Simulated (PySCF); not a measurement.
## Static response to an electric field

Species: Zr(OtBu)F3, C₄H₉F₃OZr (singlet state).
Cartesian coordinates in Å at the PBE0-D3(BJ)/def2-SVP level; atoms count from 1:
```
atom  x, y, z in Å
Zr1    1.0360    0.0048   -2.5489
O2     0.3435    0.0104   -0.7891
C3    -0.2039    0.0028    0.5160
C4    -1.4010   -0.9412    0.5116
C5     0.8774   -0.4865    1.4726
C6    -0.6298    1.4284    0.8495
H7    -1.8893   -0.9622    1.4971
H8    -2.1409   -0.6170   -0.2356
H9    -1.0819   -1.9641    0.2612
H10    1.2096   -1.4964    1.1888
H11    0.4999   -0.5239    2.5052
H12    1.7477    0.1860    1.4448
H13   -1.3837    1.7812    0.1300
H14    0.2358    2.1063    0.8053
H15   -1.0610    1.4831    1.8600
F16    2.8229    0.6797   -2.5278
F17   -0.0652    1.1109   -3.6490
F18    1.0273   -1.7854   -3.2141
```

Level: wB97X-D/def2-SVPD (PySCF), static field, nuclei fixed, core orbitals frozen in the response. The polarisability tensor in these axes (au):

```
x   85.16  0.01 -6.71
y    0.01 82.45  0.00
z   -6.71  0.00 98.96
```

Task: What are the eigenvalues, a third of the trace, and Δα (Δα² = ½Σ(αi − αj)² over the three pairs)?

Result: Principal values 82.43, 82.45 and 101.68 au; mean 88.86 au = 13.17 Å³ = 14.65 × 10⁻⁴⁰ C²·m²/J; Δα = 19.24 au (22 % of the mean).

Task: What is the dipole moment, and where does it point?

Result: (-1.27, 0.00, 3.16) D, 3.41 D in size, pointing from the negative to the positive side. Measured along this direction, the outermost atoms are F16, F18 and F17 at the negative end and H11, H15 and H7 at the positive end.

Task: Form Σ f/ω² (atomic units) for the 10 lowest TDDFT singlets, given as eV and f, and set it beside the mean polarisability, which is this sum over all singlets: 7.16, 0.0000; 7.28, 0.0034; 7.28, 0.0034; 7.71, 0.0242; 7.71, 0.0240; 7.79, 0.0936; 8.26, 0.0000; 8.32, 0.0021; 8.33, 0.0019; 8.52, 0.0078.

Result: They add up to 1.96 au, 2.2 % of the 88.86 au; the largest single term is 1.14 au, from the state at 7.79 eV. Terms in order: 0.00, 0.05, 0.05, 0.30, 0.30, 1.14, 0.00, 0.02, 0.02, 0.08 au. Higher excitations give the rest. The strengths listed sum to 0.160.

Task: What would n − 1 = 2πNα be for an ideal gas of these molecules at 400 K and 1 atm, electronic part alone?

Result: N = p/kT = 1.8347 × 10¹⁹ cm⁻³, so n − 1 = 2π × N × 13.17 × 10⁻²⁴ cm³ = 1518 × 10⁻⁶ at long wavelengths.

Task: In a dilute gas of rigid molecules at 273 K, how does the orientational term μ²/3kT compare with the electronic polarisability?

Result: In Gaussian units μ²/3kT = 102.57 Å³ against 13.17 Å³, a ratio of 7.79; the Debye molar polarisation (4π/3)N_A(α + μ²/3kT) is 291.9 cm³/mol, leaving out the vibrational part.

Isolated species at its PBE0-D3(BJ)/def2-SVP geometry, gas phase. Atoms past krypton carry effective core potentials; spin–orbit coupling is left out.
